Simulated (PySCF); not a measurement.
(E)-2-chloro-1-fluoroprop-1-ene (C3H4ClF), SMILES C(=C(/C)Cl)/F. Heavy atoms are numbered as in [CH3:1]/[C:2]([Cl:3])=[CH:4]\[F:5]. Hydrogens are named by the atom that carries them.

Coordinates come from a PBE0-D3(BJ)/def2-SVP optimisation.

These are PySCF with PBE0/pcSseg-1 values and carry that method's errors.

GIAO shieldings, no solvent; atoms alike by connectivity are averaged. δ = σ(ref) − σ: ¹³C against TMS (σ = 186.3 ppm); ³⁵Cl against HCl (σ = 945.9 ppm); ¹⁹F against CFCl3 (σ = 167.2 ppm); ¹H against TMS (σ = 31.56 ppm), references at their B3LYP-D3(BJ)/def2-TZVP geometries, non-relativistic (without spin–orbit terms, shifts of atoms bonded to Cl or Br come out too high).

Computed chemical shifts:
| nucleus | atoms | count | δ (ppm) |
|---|---|---|---|
| ¹³C | C4 (CH) | 1 | 156.7 |
| ¹³C | C2 | 1 | 133.3 |
| ¹³C | C1 (CH3) | 1 | 20.5 |
| ³⁵Cl | Cl3 | 1 | 172.0 |
| ¹⁹F | F5 | 1 | -134.5 |
| ¹H | H on C4 | 1 | 7.23 |
| ¹H | H on C1 | 3 | 2.31 |
